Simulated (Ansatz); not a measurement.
A structure relaxed at PBE0-D4/def2-TZVPD in Ansatz, charge -1, doublet:

| atom | x (Å) | y (Å) | z (Å) |
| --- | --- | --- | --- |
| Fe1 | 1.2001 | 1.3664 | 0.1932 |
| S2 | -0.7177 | -1.5429 | 0.3987 |
| S3 | -0.4824 | 0.1766 | -0.5919 |

(1) Give its formula and point group.

(2) Summarise the bond lengths by kind (pairs closer than 1.2 times the sum of covalent radii, bridged metal pairs left out).

Answers

(1) FeS2⁻. Point group Cs (tolerance 0.1 Å).

(2) 1 × Fe–S 2.21 Å; 1 × S–S 2.00 Å. The metal has 1 neighbour: S 2.21 Å.

The charge -1 doublet is spin-contaminated (final ⟨S²⟩ up to 2.59, 0.75 for a pure state). The highest occupied level of the charge -1 doublet lies above zero (up to 0.05 eV). The electron is either unbound and held by the finite basis, or the level is raised by self-interaction error. Another isomer (doublet) lies 0.34 eV lower at PBE0-D4/def2-TZVPD; other spin states weren't run for this one.
